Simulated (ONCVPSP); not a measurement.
**What one change does to a pseudopotential (Sc (Z = 21), ONCV)**

```
Element                 : scandium (Sc)
Generator               : ONCVPSP 4.0.1
Type                    : optimised norm-conserving Vanderbilt (ONCV)
Functional              : PBE
Relativity              : scalar-relativistic
Frozen core             : [Ne]
Valence charge          : 11
Reference configuration : 3s2 3p6 3d1 (charge +2)
Partial waves           : 3s: rc 1.75 bohr, ncon 4, nbas 9, qcut 8.1 1/bohr, 2 projectors, debl 2.1 Ha; 3p: rc 1.65 bohr, ncon 5, nbas 9, qcut 8.5 1/bohr, 3 projectors, debl 3.1 Ha; 3d: rc 2.85 bohr, ncon 5, nbas 9, qcut 5.7 1/bohr, 1 projector
Local potential         : polynomial inside 1.40 bohr (lpopt 5, dvloc0 -1 Ha)
Core correction         : Teter function, fcfact 4.25, rcfact 1.25
```

In the s channel the program set the typed energies aside and used -2.587, 0.250 Ha.

Change: s: ncon 5, nbas 10.

Cutoffs: the cutoffs (Ha) at which the residual kinetic energy of the hardest occupied pseudo-wave falls to 1 and 0.1 mHa per electron; they do not see the model core or the augmentation charge, which bear on the density cutoff. Errors are all-electron minus pseudo energies relative to the spin-unpolarised reference configuration.

Problem. How do hardness, ghosts and transferability respond?

Solution. The potential gets harder (19 Ha and 23 Ha → 21 Ha and 25 Ha); the errors of the 4 common tests hardly move; neither file shows a bound ghost.

```csv
quantity,base,changed
"cutoff, loose",19 Ha,21 Ha
"cutoff, tight",23 Ha,25 Ha
loose cutoff by channel,"s 19 Ha, p 17 Ha, d 13 Ha","s 21 Ha, p 17 Ha, d 13 Ha"
bound ghosts,none,none
GHOST(+) flags under 300 eV,none,none
"error for 3s2 3p6 3d1 4s2, meV [ΔE -19.66 eV]",-12,-12
"error for 3s2 3p6 3d1 4s1, meV [ΔE -12.77 eV]",-5.3,-5.2
"error for 3s2 3p6 3d0, meV [ΔE 24.87 eV]",+441,+441
"error for 3s2 3p6 3d2, meV [ΔE -12.09 eV]",+99,+99
s: phases at 1.78 bohr within 0.05 rad from the reference energy up to (Ha; the scan ends near 5),to the end of the scan,to the end of the scan
p: phases at 1.68 bohr within 0.05 rad from the reference energy up to (Ha; the scan ends near 5),to the end of the scan,to the end of the scan
d: phases at 2.89 bohr within 0.05 rad from the reference energy up to (Ha; the scan ends near 5),-0.3,-0.3
"rms error of d²Exc/dni dnj with the model core, mHa",2.65,2.55
```
